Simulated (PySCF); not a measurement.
A structure optimised at PBE-D3(BJ)/def2-SVP, used in a PySCF frequency run:

```xyz
10

C     -3.0241    -0.0490    -0.2344
C     -1.7282    -0.2161    -0.9787
C     -0.5257    -0.2784    -0.4345
C      0.6686    -0.3198     0.1158
F      1.2762    -1.4469     0.5178
Cl     1.6529     1.0889     0.3987
H     -3.5532     0.8645    -0.5804
H     -2.8672     0.0226     0.8580
H     -3.7030    -0.9032    -0.4428
H     -1.8058    -0.2932    -2.0830
```
Charge 0, spin multiplicity 1.

**Question.** Write its SMILES and formula.

**Answer.** CC=C=C(F)Cl, C4H4ClF

**Question.** What are its rotational constants (standard atomic weights)?

**Answer.** 5.3340, 1.4289, 1.1979 GHz
